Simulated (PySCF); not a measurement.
Delta-SCF ions had no search for a lower state. Excitations are Tamm–Dancoff values on a coarser integration grid. The basis has no diffuse functions, so Rydberg states are missing or too high.

Species: H$_{2}$Cl$_{2}$Ge, SMILES `[GeH2]([Cl])[Cl]` (charge 0, multiplicity 1).

Task: What is the computed S1–T1 gap (TDA), vertical ionisation energy (Delta-SCF) and S1 excitation (TDA) (CAM-B3LYP-D3(BJ)/def2-TZVP run with PySCF)?

Result: 
| Quantity | Value |
|---|---|
| S1–T1 gap (TDA) | 0.62 eV |
| vertical ionisation energy (Delta-SCF) | 11.44 eV |
| S1 excitation (TDA) | 7.06 eV |
